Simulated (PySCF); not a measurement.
Assigning NMR signals

Geometry:
```tsv
atom	x (Å)	y (Å)	z (Å)
B1	1.023	1.671	0.739
H2	2.234	1.717	0.764
H3	0.419	2.708	0.562
C4	0.249	0.318	0.831
C5	-0.097	-0.119	-0.608
C6	-0.869	-1.430	-0.658
H7	-0.696	0.433	1.390
H8	0.836	-0.480	1.315
H9	0.829	-0.222	-1.201
H10	-0.685	0.671	-1.105
H11	-1.825	-1.348	-0.118
H12	-1.092	-1.725	-1.695
H13	-0.296	-2.247	-0.193
```

Computed data (PySCF 2.14.0 with density-fitted response routines): PBE0-D3(BJ)/def2-SVP structure, spin–spin couplings from B3LYP/pcJ-1 (spin–dipole term only in couplings to heteroatoms), σ from GIAO-PBE0/pcSseg-1. One computed conformer, isolated molecule, rapidly exchanging positions averaged, no relativistic terms.

δ = σ(ref) − σ, references computed at the same level: TMS for 13C and 1H.

Question: Assign these signals to the numbered atoms. 13C{1H} NMR (computed): δ 32.3 (CH2), 20.1 (CH3), 12.6 (CH2).

Answer: 
| δ (ppm) | atoms | environment | reason |
| --- | --- | --- | --- |
| 32.3 | C4 | carbon bonded to C, B, 2 H | – |
| 20.1 | C6 | carbon bonded to C, 3 H | – |
| 12.6 | C5 | carbon bonded to 2 C, 2 H | – |

Question: Assign these signals to the numbered atoms. 1H NMR (600 MHz, computed): δ 7.73 (br, 2H), 1.70 (tt, J = 9.9, 7.6 Hz, 2H), 1.19 (t, J = 8.0 Hz, 3H), 0.94 (tq, J = 9.9, 8.0 Hz, 2H).

Answer: 
7.73 → H2/H3, hydrogen on a boron bonded to C
1.70 → H7/H8, hydrogen on a carbon bonded to C, B
1.19 → H11/H12/H13, hydrogen on a carbon bonded to C
0.94 → H9/H10, hydrogen on a carbon bonded to 2 C

Hydrogens on boron are broadened and split by 11B (spin 3/2, 80 %) and 10B (spin 3). A carbon bonded to boron is broadened by the quadrupolar boron nucleus and is often missing from a measured spectrum. Splittings below 1 Hz are ignored in the labels, and close J values are merged. Unscaled 3J(H,H) at this level run about 10 % above measured values. Shifts are as computed. Against solution values, carbons near 30 ppm lie about +2 ppm off and those near 130 ppm about +5 ppm. Of 1211 compounds with measured shifts, 218 miss one by over three times the rms of a fit or turn the order of signals round; such compounds aren't used in these exercises.
